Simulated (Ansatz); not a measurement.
Input for Ansatz (an electronic-structure program): R-CCSD(T)/aug-cc-pVDZ on HF (SMILES F).

Ansatz 0.2 input:
```yaml
crystal:
  periodic: [false, false, false]
  atoms:
    - {symbol: F, position_ang: [0.01747999, -0.03773085, 3.21823258]}
    - {symbol: H, position_ang: [-0.26744645, -0.36675365, 2.34658365]}
basis:
  gaussian:
    orbitals: aug-cc-pVDZ
magnetization: {spin_polarized: false}
correlation: {method: ccsd_t, electrons: outside_noble_gas}
scf: {lower_state_search: off}
```

The head of its log:

```
WARN ansatz: RAYON_NUM_THREADS=1 ignored (pool sized by the plan → 1); use --threads N
Functional definition: HF
these checks for a lower state are left out or cut short: stability, starts, cluster_reference, orbital_swaps, neighbouring_geometries, increment
integrals: 0.00 GiB planned
292 factors; integrals over basis functions are off by at most 1.3e-3 eV
mean field: 0.04 GiB planned
mean field evaluation 1: about -2720.8719 eV, gradient 2.4e1 eV
mean field evaluation 2: about -2720.8717 eV, gradient 2.4e1 eV
mean field evaluation 4: about -2721.8915 eV, gradient 1.2e0 eV
mean field evaluation 8: about -2721.8976 eV, gradient 7.0e-5 eV
mean field -2721.89755256 eV, -100.0278900883 hartree, gradient 1.5e-6 eV, S^2 0.000000; 0 other end points of the search recorded, 0 dependent functions left out
1 core orbitals not correlated
reference -2721.89755256 eV, -100.0278900883 hartree; 4, 4 occupied and 27, 27 virtual orbitals, 292 factors
```

Predict the final total energy.

-100.2612 hartree (reference determinant -100.0279, T1 diagnostic 0.013).
